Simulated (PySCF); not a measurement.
**Cl (chlorine, neutral) across methods**

[Ne] 3s1 3p5 3d1, one real determinant (an excited configuration). Computed with PySCF 2.14 in aug-cc-pCVTZ-DK with one added diffuse shell each of s, p, d, f type (9s8p6d4f, 91 functions), with the spin-free X2C one-electron Hamiltonian (Gaussian nucleus).

| method | E (hartree) | mean ε 3p α (eV) | mean ε 3p β (eV) | mean ε 3d α (eV) | Σ⟨r²⟩ (bohr²) | ⟨S²⟩ |
| --- | --- | --- | --- | --- | --- | --- |
| PBE0 | -460.5530 | -15.848 | -12.965 | -0.470 | 43.87 | 3.754 |
| PW91 | -460.7195 | -14.065 | -11.889 | -0.021 | 43.93 | 3.753 |
| LDA | -459.2115 | -14.015 | -11.884 | 0.067 | 43.60 | 3.752 |
| UHF | -459.98398 | -20.723 | -15.162 | -1.534 | 45.07 | 3.763 |
| B97-3 | -460.6380 | -15.929 | -13.190 | -0.471 | 44.69 | 3.754 |
| HSE06 | -460.5731 | -15.436 | -12.580 | -0.139 | 43.93 | 3.753 |
| PBE | -460.5433 | -14.042 | -11.854 | -0.013 | 44.12 | 3.753 |
| r2SCAN | -460.6753 | -14.672 | -11.947 | 0.030 | 43.84 | 3.756 |
| CAM-B3LYP | -460.7146 | -17.119 | -14.354 | -1.151 | 43.21 | 3.754 |

⟨L²⟩ = 7.98 against 12 for a pure F term, so this real determinant mixes terms. The outer electron is Rydberg-like, and this basis confines it to a smaller radius and binds it less than a complete one would.

The highest occupied level is positive at LDA, r2SCAN: only the finite basis holds that electron, which in a density functional comes from self-interaction.
